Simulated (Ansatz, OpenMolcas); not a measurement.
# CH3In (SMILES C[In]): methods side by side

The species is CH3In (5 atoms), meant as a singlet with charge 0. SMILES: `C[In]`. The coordinates come from a PBE0-D4/def2-TZVP relaxation.

```xyz
5

C    -0.1828    0.0732   -0.0706
In    1.7728   -0.7095    0.6846
H    -0.9730   -0.0409    0.6802
H    -0.5026   -0.4605   -0.9728
H    -0.1145    1.1378   -0.3214
```

Each level gives the electronic atomisation energy (eV). The values are calculated. Electronic energies at fixed atoms, without zero-point motion or spin-orbit coupling.

```csv
level,kind,program,value (eV),CPU time (all runs)
HF/def2-SVPD (core potential),Hartree–Fock,OpenMolcas,11.80,8.2 s
SVWN5/def2-SVPD (core potential),LDA,Ansatz,17.84,6.1 s
B3LYP/def2-SVPD (core potential),global hybrid,OpenMolcas,15.72,25 s
BHLYP/def2-SVPD (core potential),global hybrid,Ansatz,15.40,7.9 s
M06-2X/def2-SVPD (core potential),hybrid meta-GGA,OpenMolcas,15.59,32 s
PBE0/def2-SVPD (core potential),global hybrid,OpenMolcas,15.78,24 s
r2SCAN0/def2-SVPD (core potential),hybrid meta-GGA,Ansatz,15.63,19 s
RPA@PBE0/def2-SVPD (core potential),RPA,Ansatz,14.82,13 s
```

The values span 11.80 to 17.84 eV. CPU times are rough (shared hosts, several kinds of processor and program).
